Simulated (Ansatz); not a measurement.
Program: Ansatz. Geometries: PBE0-D4/def2-TZVP. ΔE: electronic, gas phase. CCSD(T)/CBS is the MP2 limit (def2-TZVPP, def2-QZVPP) plus CCSD(T) − MP2 in def2-TZVPP, frozen cores. Functionals use def2-TZVPP. B3LYP here is the variant with VWN-RPA as its local correlation; programs differ in this. def2 core potentials past Kr. For In outer-core shells are correlated without core-valence functions, which leaves a few kJ/mol of doubt a bond. One conformer a species, not always the lowest.

Consider the formal exchange of groups at a C–C bond: `C[CH2][Al]([OH])[SH]` + `C[O][In]([CH3])[Cl]` → `CC[O][In]([CH3])[Cl]` + `[CH3][Al]([OH])[SH]`.

Q: Is it downhill or uphill in electronic energy at CCSD(T)/CBS, and by how much? (An estimate is asked.)

A: Ansatz gave: Downhill: ΔE = -0.37 eV.

Q: What do these levels give: PBE-D4, B3LYP-D4, ωB97X-V, ωB97M-V, PBE, PBE0, MP2/def2-TZVPP, CCSD(T)/def2-TZVPP, HF/def2-QZVPP, HF/CBS(def2), MP2/CBS(def2), CCSD/CBS(def2)? (An estimate is asked.)

A: Computed: PBE-D4 -0.34, B3LYP-D4 -0.34, ωB97X-V -0.36, ωB97M-V -0.36, PBE -0.34, PBE0 -0.34, MP2/def2-TZVPP -0.37, CCSD(T)/def2-TZVPP -0.37, HF/def2-QZVPP -0.34, HF/CBS(def2) -0.34, MP2/CBS(def2) -0.37, CCSD/CBS(def2) -0.36 eV.

Largest T1 diagnostic among the species: 0.014.
